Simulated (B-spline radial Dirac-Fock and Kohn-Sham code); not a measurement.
# Satellites and hypersatellites of the K lines of Cd²⁺

System: Cd²⁺ in the configuration 1s2 2s2 2p6 3s2 3p6 3d10 4s2 4p6 4d10, inside a Watson sphere of charge -2 and radius 2.4 Å (a model of the Madelung potential; inside it an electron's potential energy is raised by 12.0 eV).

The run's input, task.json:

```json
{"items": [{
  "Z": 48,
  "q": 2,
  "cfg": [[1, 0, 2], [2, 0, 2], [2, 1, 6], [3, 0, 2], [3, 1, 6], [3, 2, 10], [4, 0, 2], [4, 1, 6], [4, 2, 10]],
  "A": 114,
  "rrms": 4.6087,
  "watson": [-2, 2.4],
  "do": ["binding", "quiet", "double"]
}]}
```

Launch: `python xray_run.py task.json out`

Calculated with an atomic code on a B-spline grid, using relaxed Dirac-Fock hole states (ΔSCF) with Breit and QED corrections and a finite nucleus. Each two-hole energy is an average over J within one jj subconfiguration, not an observable level; in light atoms, where LS coupling holds, the j-resolved values are not observed lines, and for a K spectator the Kα1 hypersatellite is nearly forbidden. Electron correlation is not included.

Lines without a spectator: Kα2 (K-L2) 22982.4 eV, Kα1 (K-L3) 23172.2 eV, Kβ3 (K-M2) 26056.5 eV, Kβ1 (K-M3) 26091.2 eV. Shifts in eV with one spectator hole (a dash: not computed, or left out as unreliable):

| spectator hole | Kα2 | Kα1 | Kβ3 | Kβ1 |
| --- | --- | --- | --- | --- |
| K (1s) | +548.4 | +564.4 | +698.6 | +701.9 |
| L2 (2p1/2) | +59.9 | +75.4 | – | +159.9 |
| L3 (2p3/2) | +59.3 | +59.3 | +142.7 | – |
| M2 (3p1/2) | – | +8.51 | +18.94 | +23.09 |
| M3 (3p3/2) | +6.40 | – | +19.74 | +19.16 |
| M4 (3d3/2) | +1.11 | -1.39 | – | – |
| M5 (3d5/2) | -1.82 | -0.01 | – | – |

With n spectator holes in 2p, averaged over the 2p shell (energies in eV):

| n | KαLⁿ | step | hypersatellite KαʰLⁿ |
| --- | --- | --- | --- |
| 0 | 23108.9 | – | 23668.0 |
| 1 | 23172.5 | +63.6 | 23733.0 |
| 2 | 23237.4 | +64.9 | 23799.3 |
| 3 | 23303.5 | +66.1 | 23866.8 |
| 4 | 23370.9 | +67.4 | 23935.6 |
| 5 | 23439.5 | +68.6 | 24005.7 |
